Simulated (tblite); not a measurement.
Species: C₄H₇Cl₂PSi.
Atom-mapped SMILES: `[PH2:1][Si@H:2]([Cl:3])[C:4]1=[C:5]([Cl:6])[CH2:7][CH2:8]1` (hydrogens: H9, H10 on P1; H11 on Si2; H12, H13 on C7; H14, H15 on C8)

Computed with GFN2-xTB (tblite), gas phase: L-BFGS steps from a force-field or distance-geometry start until the largest atomic force falls under 0.01 eV/Å.

Step 104: E = -693.3982 eV
```
atom  x, y, z in Å  |  force x, y, z in eV/Å
P1      2.8578    0.5739    0.2005   -0.005   0.015   0.011
Si2     1.3747   -1.0233   -0.3627    0.015   0.010  -0.004
Cl3     1.5860   -1.7257   -2.2554   -0.020  -0.020  -0.008
C4     -0.3076   -0.2282   -0.1836    0.009   0.018  -0.034
C5     -0.6651    1.0221    0.1410   -0.005   0.002   0.024
Cl6     0.2397    2.4090    0.5253    0.001  -0.003   0.007
C7     -2.1429    0.7954    0.0571   -0.001  -0.011   0.001
C8     -1.7590   -0.6575   -0.3224    0.016  -0.003  -0.001
H9      2.7836    1.2629   -0.9985   -0.018  -0.012   0.000
H10     3.9614   -0.1481   -0.2260    0.001  -0.006   0.001
H11     1.5256   -2.1586    0.5488   -0.004  -0.010   0.002
H12    -2.6819    0.8974    0.9970    0.001   0.023  -0.014
H13    -2.6507    1.3648   -0.7191   -0.017  -0.028   0.013
H14    -2.0548   -0.9627   -1.3235    0.034   0.015  -0.002
H15    -2.0712   -1.4133    0.3944   -0.006   0.009   0.004
```

Step 105: E = -693.3984 eV
```
atom  x, y, z in Å  |  force x, y, z in eV/Å
P1      2.8583    0.5761    0.1954    0.007   0.020   0.003
Si2     1.3760   -1.0235   -0.3595   -0.006  -0.007   0.010
Cl3     1.5863   -1.7338   -2.2493   -0.022  -0.018  -0.006
C4     -0.3074   -0.2297   -0.1788    0.015   0.026  -0.048
C5     -0.6650    1.0206    0.1461    0.003  -0.002   0.036
Cl6     0.2417    2.4043    0.5382   -0.004  -0.002   0.004
C7     -2.1427    0.7955    0.0568    0.007  -0.002  -0.001
C8     -1.7590   -0.6564   -0.3253    0.025  -0.010  -0.001
H9      2.7761    1.2626   -1.0050   -0.016  -0.013   0.007
H10     3.9616   -0.1443   -0.2359   -0.005  -0.002   0.004
H11     1.5264   -2.1560    0.5569   -0.002   0.000  -0.007
H12    -2.6855    0.8968    0.9945    0.003   0.019  -0.011
H13    -2.6466    1.3668   -0.7202   -0.022  -0.020   0.006
H14    -2.0496   -0.9572   -1.3290    0.029   0.011  -0.003
H15    -2.0750   -1.4137    0.3877   -0.011  -0.001   0.007
```

Step 106: E = -693.3987 eV
```
atom  x, y, z in Å  |  force x, y, z in eV/Å
P1      2.8590    0.5792    0.1894    0.019   0.020  -0.009
Si2     1.3775   -1.0237   -0.3553   -0.023  -0.025   0.020
Cl3     1.5856   -1.7438   -2.2420   -0.024  -0.014  -0.002
C4     -0.3070   -0.2310   -0.1743    0.019   0.029  -0.052
C5     -0.6649    1.0186    0.1531    0.013  -0.003   0.038
Cl6     0.2439    2.3983    0.5549   -0.008   0.003   0.002
C7     -2.1425    0.7957    0.0563    0.014   0.006   0.001
C8     -1.7586   -0.6549   -0.3290    0.030  -0.012  -0.001
H9      2.7674    1.2616   -1.0132   -0.014  -0.011   0.015
H10     3.9615   -0.1401   -0.2476   -0.013   0.003   0.009
H11     1.5286   -2.1526    0.5666    0.000   0.009  -0.016
H12    -2.6900    0.8965    0.9911    0.003   0.011  -0.004
H13    -2.6422    1.3690   -0.7214   -0.023  -0.011  -0.004
H14    -2.0430   -0.9509   -1.3357    0.019   0.003  -0.005
H15    -2.0797   -1.4137    0.3798   -0.011  -0.010   0.006
```

Q: Estimate the geometry and energy of step 107. (The exact step hangs on the optimiser's Hessian estimate; all steps are aligned on step 106, rigid shifts and turns removed.)

A: E = -693.3991 eV, largest force 0.052 eV/Å
```
atom  x, y, z in Å  |  force x, y, z in eV/Å
P1      2.8603    0.5830    0.1818    0.026   0.013  -0.021
Si2     1.3789   -1.0244   -0.3494   -0.030  -0.035   0.023
Cl3     1.5836   -1.7572   -2.2320   -0.026  -0.010   0.005
C4     -0.3063   -0.2319   -0.1702    0.019   0.028  -0.040
C5     -0.6645    1.0163    0.1625    0.020  -0.005   0.028
Cl6     0.2462    2.3907    0.5773   -0.012   0.010   0.001
C7     -2.1419    0.7961    0.0554    0.018   0.012   0.003
C8     -1.7576   -0.6531   -0.3341    0.028  -0.009   0.000
H9      2.7554    1.2598   -1.0231   -0.011  -0.006   0.020
H10     3.9616   -0.1344   -0.2632   -0.021   0.009   0.014
H11     1.5327   -2.1481    0.5792   -0.001   0.014  -0.020
H12    -2.6955    0.8963    0.9865    0.002   0.000   0.005
H13    -2.6370    1.3719   -0.7232   -0.016  -0.001  -0.012
H14    -2.0349   -0.9429   -1.3444    0.008  -0.005  -0.007
H15    -2.0853   -1.4138    0.3695   -0.005  -0.015   0.001
```

The energy changes by -0.0004 eV. The first-order estimate −F·Δx gives -0.0005 eV and the mean of the old and new forces, exact on a quadratic surface, -0.0004 eV. The step makes an angle of 85° with the force vector and moves no atom by more than 0.024 Å.

The cost below is that of the whole relaxation. Time: 5.0 s wall, 4.1 s CPU. Hardware: an Intel Xeon at 2.50 GHz with one thread, no GPU, shared host with 64 logical CPUs at a one-minute load of 55.
